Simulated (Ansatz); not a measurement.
Relaxation of CH₇NOSi (11 atoms, charge 0, multiplicity 1), to a largest force component of 0.02 eV/Å in at most 40 steps.

Method: Ansatz, RKS r2SCAN-D4/6-31G.

```xyz
11
Properties=species:S:1:pos:R:3:forces:R:3
Si 0.000 0.000 0.000 0.43 -0.26 2.62
N 0.000 0.000 1.820 0.26 -0.38 -0.05
H -0.877 -0.271 2.350 1.96 0.61 -0.66
H 0.877 0.271 2.350 -2.00 -0.51 -0.69
H 1.377 0.000 -0.486 0.68 0.18 -0.07
O -0.791 1.371 -0.559 0.21 1.22 -0.65
C -2.151 1.418 -0.965 -0.81 -0.03 -0.21
H -2.769 0.822 -0.261 -0.16 0.26 -0.34
H -2.502 2.471 -0.964 0.24 -0.53 0.02
H -2.247 0.998 -1.988 -0.20 0.18 0.31
H -0.688 -1.191 -0.486 -0.61 -0.73 -0.29
```

Task: Where does it end, and by what steps?

Result: It converged. The force dipped under the threshold on the way, but the program's further checks kept it going. Limits of this set-up: no polarisation functions. After 13 steps the energy has fallen by 0.446 eV; H8 moved furthest, 0.94 Å.

```json
{"step": "0", "energy less start (eV)": "0.0000", "largest force component (eV/Å)": "2.621", "accepted": "yes"}
{"step": "1", "energy less start (eV)": "-0.3098", "largest force component (eV/Å)": "1.362", "accepted": "yes"}
{"step": "2", "energy less start (eV)": "-0.3808", "largest force component (eV/Å)": "0.196", "accepted": "yes"}
{"step": "3", "energy less start (eV)": "-0.3933", "largest force component (eV/Å)": "0.289", "accepted": "yes"}
{"step": "4", "energy less start (eV)": "-0.4089", "largest force component (eV/Å)": "0.270", "accepted": "yes"}
{"step": "5", "energy less start (eV)": "-0.4262", "largest force component (eV/Å)": "0.173", "accepted": "yes"}
{"step": "6", "energy less start (eV)": "-0.4383", "largest force component (eV/Å)": "0.050", "accepted": "yes"}
{"step": "7", "energy less start (eV)": "-0.4289", "largest force component (eV/Å)": "0.549", "accepted": "no"}
{"step": "8", "energy less start (eV)": "-0.4426", "largest force component (eV/Å)": "0.027", "accepted": "yes"}
{"step": "9", "energy less start (eV)": "-0.4437", "largest force component (eV/Å)": "0.166", "accepted": "yes"}
{"step": "10", "energy less start (eV)": "-0.4452", "largest force component (eV/Å)": "0.028", "accepted": "yes"}
{"step": "11", "energy less start (eV)": "-0.4457", "largest force component (eV/Å)": "0.013", "accepted": "yes"}
{"step": "12", "energy less start (eV)": "-0.4459", "largest force component (eV/Å)": "0.029", "accepted": "yes"}
{"step": "13", "energy less start (eV)": "-0.4460", "largest force component (eV/Å)": "0.011", "accepted": "yes"}
```

```xyz
11
Properties=species:S:1:pos:R:3
Si 0.097 -0.004 -0.047
N -0.149 -0.133 1.684
H -0.826 -0.760 2.093
H 0.315 0.463 2.353
H 1.535 0.256 -0.352
O -0.684 1.331 -0.839
C -2.126 1.471 -0.858
H -2.524 1.630 0.154
H -2.353 2.344 -1.475
H -2.611 0.585 -1.298
H -0.444 -1.297 -0.606
```

Run time: 52 s on 1 thread of Arm Neoverse V2 (shared host), peak memory 0.17 GiB.
